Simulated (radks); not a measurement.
Valence configurations of neutral scandium (all share [Ar]). Method: non-relativistic Kohn-Sham, TPSS, spin-unpolarised, spherical densities, point nucleus; meta-GGA in the generalised Kohn-Sham scheme; computed with a radial shooting solver on a logarithmic mesh with Libxc functionals. Energies are relative to 3d1 4s2; eigenvalues in eV.

valence,E (eV),e(3d),e(4p),e(4s)
3d1 4s2,0.000,-3.239,-,-4.171
3d1 4s1 4p1,2.746,-4.339,-2.001,-4.772
3d2 4s1,1.628,-1.283,-,-3.410
3d1 4s1.5 4p0.5,1.365,-3.801,-1.740,-4.489
3d0.5 4s1 4p1.5,4.322,-6.521,-2.495,-5.555
3d2 4p1,3.954,-2.147,-1.626,-
3d1 4s0.5 4p1.5,4.134,-4.858,-2.247,-5.023
3d3,3.966,-0.729,-,-
3d0.5 4s2 4p0.5,1.283,-5.424,-2.005,-5.015
4s2 4p1,3.475,-,-2.534,-5.858

NIST lists [Ar] 3d1 4s2 as the ground configuration; this level of theory agrees among the configurations tried. The energies are those of spherical spin-averaged densities, not of single terms.
